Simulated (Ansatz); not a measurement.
A geometry relaxed with Ansatz (an electronic-structure program) with PBE-D3(BJ)/def2-TZVP, charge 0, multiplicity 1:

```xyz
8

O     -0.0961     1.6742    -0.0889
H     -0.8910     1.7442    -0.6458
H      0.1953    -0.0195     2.0493
H     -1.1657    -1.5624    -0.6671
H      1.8332    -0.1533    -0.9325
O      1.4825    -0.7580    -0.2555
O     -1.4094    -0.9191     0.0212
Ge     0.0513    -0.0063     0.5194
```

Write the SMILES of this molecule.

`[OH][GeH]([OH])[OH]`
